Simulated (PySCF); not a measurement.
C3H4BrF, SMILES Br/C(=C/F)C. Geometry optimised at PBE0-D3(BJ)/def2-SVP.

Level of theory: PySCF 2.14.0 with PBE0-D3(BJ)/def2-SVP.

Harmonic wavenumbers (cm⁻¹): 178, 229, 264, 290, 390, 432, 747, 865, 988, 1047, 1111, 1205, 1335, 1402, 1445, 1450, 1773, 3060, 3147, 3180, 3246. Rotational constants (GHz): 7.427, 1.586, 1.318; symmetry number 1.

Work out the zero-point energy and the ideal-gas rigid-rotor harmonic-oscillator thermochemistry at 298.15 K and 1 atm.

ZPE = ½ Σ hcν = ½ × 27781 cm⁻¹ = 39.72 kcal/mol. H − E(el) = 43.91 kcal/mol. Entropy in cal/(mol K): translation 40.70, rotation 27.43, vibration 9.97, total 78.10. G − E(el) = 20.63 kcal/mol. Cp = 20.87 cal/(mol K).
